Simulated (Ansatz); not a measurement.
`C[SiH2][Zn][F]` + silanol → `[F][Zn][O][SiH3]` + `C[SiH3]` at 500 K and 1 bar (cleavage of the Zn–Si bond).

Isolated molecules relaxed with PBE0-D4/def2-TZVP in Ansatz; ΔE leaves out vibrations. CCSD(T)/CBS is the MP2 limit (def2-TZVPP, def2-QZVPP) plus CCSD(T) − MP2 in def2-TZVPP, frozen cores. This one scheme is used for every species. For Zn outer-core shells are correlated without core-valence functions, which leaves a few kJ/mol of doubt a bond. Scalar relativity is left out up to krypton. Each species was taken in one conformer, which may not be the lowest.

```tsv
species	CCSD(T)/CBS energy (Eh)	H − E (kJ/mol)	S (J/(mol·K))
`C[SiH2][Zn][F]`	-2208.36076	190.9	408.8
`O[SiH3]`	-366.69042	127.5	292.9
`[F][Zn][O][SiH3]`	-2244.31866	121.2	400.6
`C[SiH3]`	-330.73916	189.7	296.8
```

H − E and S are ideal-gas, rigid-rotor, harmonic terms from PBE0-D4/def2-TZVP, for one conformer and one mirror image of each species. 1 Eh = 2625.50 kJ/mol, R = 8.31446 J/(mol·K).

Question: By hand: ΔE, ΔH, ΔS and ΔG.

Answer: ΔE = (-2244.31866) + (-330.73916) − (-2208.36076) − (-366.69042) = -0.00664 Eh = -17.4 kJ/mol. Δ(H − E) = 121.2 + 189.7 − 190.9 − 127.5 = -7.5, so ΔH = -24.9 kJ/mol. ΔS = 400.6 + 296.8 − 408.8 − 292.9 = -4.3 J/(mol·K). ΔG = -24.9 − 500 × (-4.3)/1000 = -22.8 kJ/mol.

Question: By hand: the equilibrium constant, and the temperature at which ΔG would vanish if ΔH and ΔS stayed fixed.

Answer: log₁₀ K = −ΔG/(RT ln 10) = 2.4. ΔG = 0 at ΔH/ΔS = 5791 K, far beyond where these terms or the molecules hold.

The number of gas molecules stays the same, so ΔS is small and ΔH decides. A doubt of 5 kJ/mol in ΔE shifts log₁₀ K by 0.5 here. Other conformers and mirror images would add mixing entropy, several J/(mol·K) or more a flexible species. Modes under 60 cm⁻¹, often nearly free rotors, make the harmonic entropy too high. These are equilibria of isolated gas molecules and say nothing of rates. Largest T1 diagnostic: 0.017 (customary marks: 0.02 for closed shells, 0.045 for open ones).
